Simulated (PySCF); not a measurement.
Members of the series Al-XY, Y = hydroxy; each row names its spin state. Isolated molecules, 0 K electronic values unless said otherwise. One relaxed conformer stands for each flexible species; it need not be the lowest. Strings in code marks are SMILES.

All values below come from PBE0-D3(BJ)/def2-TZVPD in PySCF. 

```json
[
 {"species": "X = silyl, multiplicity 1 (`[OH][Al-][SiH3]` (lower singlet; H–O–Al–Si torsion 0°))", "HOMO (eV)": "-0.23"},
 {"species": "X = cyano, multiplicity 1 (`[C]([Al-][OH])#N` (lower singlet))", "HOMO (eV)": "-0.65"},
 {"species": "X = mercapto, multiplicity 1 (`[Al-]([SH])[OH]` (lower singlet; H–O–Al–S torsion 0°, O–Al–S–H torsion 0°))", "HOMO (eV)": "?"},
 {"species": "X = formyl, multiplicity 1 (`O=[CH][Al-][OH]` (lower singlet; O–C–Al–O torsion 0°, C–Al–O–H torsion 0°))", "HOMO (eV)": "-0.03"},
 {"species": "X = isocyano, multiplicity 1 (`[C-]#[N+][Al-][OH]` (lower singlet))", "HOMO (eV)": "-0.70"}
]
```

Problem. Some entries are withheld; supply them.

Solution. 
- X = mercapto, multiplicity 1 (`[Al-]([SH])[OH]` (lower singlet; H–O–Al–S torsion 0°, O–Al–S–H torsion 0°)), HOMO (eV): -0.40
